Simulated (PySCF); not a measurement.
C2H3F3Si, SMILES F[Si](F)(C=C)F. Atoms are numbered in the order given.

```xyz
9

C      0.0448    -2.4163     0.0000
C     -0.7407    -1.3268     0.0000
Si    -0.0298     0.3635     0.0000
F     -0.4750     1.2224    -1.2863
F     -0.4750     1.2224     1.2863
F      1.5785     0.2874     0.0000
H      1.1367    -2.3384     0.0000
H     -0.3708    -3.4294     0.0000
H     -1.8303    -1.4528     0.0000
```

Geometry: TPSSh-D3(BJ)/def2-SVP. Other conformers were not sampled.

Computed with M06-2X/def2-TZVP run with PySCF.

Isolated molecule, no solvent.

```json
{
  "total_energy": "-667.26058 hartree",
  "point_group": "Cs",
  "highest_occupied_level": "-10.19 eV",
  "lowest_empty_level": "-0.43 eV",
  "orbital_gap": "9.76 eV",
  "dipole_moment": "2.92 D",
  "quadrupole, principal values (traceless, Buckingham form, about the centre of nuclear charge)": "-5.62, 0.16, 5.46 D·Å",
  "mean_static_polarisability": "43.1 bohr³ (6.38 Å³)",
  "polarisability_principal_values": "33.5, 40.5, 55.2 bohr³"
}
```
